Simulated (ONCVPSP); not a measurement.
## Scattering properties, ONCV potential for nitrogen (N)

```
Element                 : N (Z = 7)
Generator               : ONCVPSP 4.0.1
Type                    : optimised norm-conserving Vanderbilt (ONCV)
Functional              : PBEsol
Relativity              : scalar-relativistic
Frozen core             : [He]
Valence charge          : 5
Reference configuration : 2s2 2p2 (charge +1)
Partial waves           : 2s: rc 0.80 bohr, ncon 4, nbas 7, qcut 10.6 1/bohr, 2 projectors, debl 1 Ha; 2p: rc 1.52 bohr, ncon 4, nbas 7, qcut 7.8 1/bohr, 1 projector
Local potential         : polynomial inside 0.65 bohr (lpopt 5, dvloc0 -1 Ha)
Core correction         : Teter function fitted to the true core (icmod 2), fcfact 0.65
```

In the s channel the program set the typed energies aside and used -1.187, 0.250 Ha.

The phase is arctan(r·R′/R) of the radial function R(r), unwrapped; energies in Ha, scanned from -3 to 5 Ha. A pole is an energy at which the radial function vanishes at the test radius. The pseudo phase is shifted by a multiple of π to meet the all-electron one at the reference energy, and phase errors are pseudo minus all-electron; the curves can meet again beyond the range given. Levels narrower than the energy grid can be missing from the lists of poles.

```
channel  radius (bohr)  reference energy (Ha)  poles, all-electron  poles, pseudo  unbroken range about the reference energy with phases within 0.05 rad  phase error 1 Ha above the reference energy (rad)
      s           0.81                  -1.19                 none           none                                                        the whole range                                             +0.000
      p           1.54                  -0.76                 0.10           0.11                                                              below 1.4                                             +0.006
```

Note: ghosts flagged at negative energy: s at -261.8 eV; no localised positive-energy state flagged. A true bound ghost makes a file unfit for plane-wave use.

Phases in the p channel:

| E (Ha) | all-electron | pseudo |
| --- | --- | --- |
| -2.98 | 1.103 | 1.105 |
| -2.54 | 1.006 | 1.008 |
| -2.10 | 0.831 | 0.834 |
| -1.66 | 0.449 | 0.455 |
| -1.22 | -0.363 | -0.359 |
| -0.78 | -1.074 | -1.074 |
| -0.34 | -1.397 | -1.395 |
| 0.10 | -1.571 | -1.566 |
| 0.54 | -1.700 | -1.689 |
| 0.98 | -1.827 | -1.804 |
| 1.42 | -1.995 | -1.942 |
| 1.86 | -2.284 | -2.151 |
| 2.30 | -2.876 | -2.537 |
| 2.74 | -3.660 | -3.214 |
| 3.18 | -4.108 | -3.834 |
| 3.62 | -4.322 | -4.162 |
| 4.06 | -4.440 | -4.333 |
| 4.50 | -4.516 | -4.436 |
| 4.94 | -4.571 | -4.505 |
